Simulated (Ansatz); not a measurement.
`C[O][Al-]([CH3])([CH3])[OH2+]`, relaxed with RKS PBE-D4/def2-SVP in Ansatz 0.2.0 from a rough embedded geometry. The force threshold is 0.03 eV/Å; the program also tests the step.

Charge 0, multiplicity 1.

Start:

```xyz
17

C     0.499   -2.260    0.396
O    -0.638   -1.371    0.639
Al   -0.212    0.354    0.153
C     0.367    0.449   -1.839
C    -1.760    1.548    0.406
O     1.216    0.982    1.165
H     1.340   -1.935    1.049
H     0.753   -2.248   -0.666
H     0.175   -3.241    0.767
H     0.254    1.453   -2.152
H    -0.344   -0.254   -2.342
H     1.395    0.079   -1.905
H    -1.529    2.600    0.165
H    -2.048    1.530    1.524
H    -2.590    1.187   -0.205
H     2.031    0.555    0.802
H     1.090    0.572    2.044
```

Q: How much energy does the relaxation release, and in how many steps? (Best estimate.)

A: Ansatz gave: 27.49 kcal/mol, in 33 steps.

Q: Which bonds change most? (Estimate.)

A: Ansatz gave: Al3–O6 from 1.859 to 2.031 Å; Al3–C4 from 2.076 to 1.973 Å; C1–O2 from 1.463 to 1.401 Å; C4–H10 from 1.058 to 1.112 Å.

Q: Give the relaxed structure. (An estimate is asked.)

A: Computed: 
```xyz
17

C     0.070   -2.310    0.832
O     0.649   -1.090    0.455
Al   -0.034    0.444   -0.205
C     0.640    0.967   -1.983
C    -1.823    0.923    0.458
O     1.375    1.154    1.074
H     0.706   -2.831    1.583
H    -0.041   -3.004   -0.034
H    -0.943   -2.187    1.288
H     0.568    2.062   -2.165
H     0.046    0.482   -2.788
H     1.696    0.667   -2.152
H    -2.051    1.999    0.298
H    -1.935    0.719    1.544
H    -2.622    0.352   -0.062
H     2.175    1.491    0.625
H     1.526    0.161    1.232
```
